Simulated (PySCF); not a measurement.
A series of substituents X on one scaffold: SiH2(OH)-X. Isolated molecules, 0 K electronic values unless said otherwise. One relaxed conformer stands for each flexible species; it need not be the lowest. Strings in code marks are SMILES.

Level of theory: PBE-D3(BJ)/def2-TZVP // PBE0-D4/def2-TZVP in PySCF. Excitations are Tamm–Dancoff values on a coarser integration grid. The basis has no diffuse functions, so Rydberg states are missing or too high.

```json
[
 {"species": "X = methyl", "S1 oscillator strength": "0.008", "LUMO (eV)": "?", "S1 excitation (TDA) (eV)": "6.67", "HOMO (eV)": "-6.94"},
 {"species": "X = hydroxy", "S1 oscillator strength": "0.006", "LUMO (eV)": "-0.35", "S1 excitation (TDA) (eV)": "7.13", "HOMO (eV)": "?"},
 {"species": "X = cyano", "S1 oscillator strength": "0.004", "LUMO (eV)": "-2.10", "S1 excitation (TDA) (eV)": "6.13", "HOMO (eV)": "?"},
 {"species": "X = acetyl (`CC(=O)[SiH2]O` (O–C–Si–O torsion 0°, C–Si–O–H torsion 0°))", "S1 oscillator strength": "?", "LUMO (eV)": "-2.50", "S1 excitation (TDA) (eV)": "3.58", "HOMO (eV)": "-5.77"}
]
```

**Question.** Complete the blanks.

**Answer.** 
- X = methyl, LUMO (eV): -0.39
- X = hydroxy, HOMO (eV): -7.37
- X = cyano, HOMO (eV): -8.11
- X = acetyl (`CC(=O)[SiH2]O` (O–C–Si–O torsion 0°, C–Si–O–H torsion 0°)), S1 oscillator strength: 0.002
